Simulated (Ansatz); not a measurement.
Cl2Ge (SMILES [Cl][Ge][Cl]) moved off its minimum; all values from Ansatz (a first-principles code), cores frozen in correlated methods.
(charge 0, multiplicity 1)
```xyz
3

Ge     0.0709     0.0346     0.7416
Cl     1.0918     1.3335    -0.7000
Cl    -1.1592    -1.2450    -0.6787
```

**Question.** Give the forces (eV/Å), the total energy and the dipole at CCSD(T)/def2-TZVPPD.

**Answer.** 
| atom | Fx | Fy | Fz |
|---|---|---|---|
| Ge1 | -0.462 | -0.470 | -0.658 |
| Cl2 | -0.064 | -0.079 | 0.069 |
| Cl3 | 0.526 | 0.549 | 0.589 |
Energy -2995.0129 hartree, dipole 2.29 D.
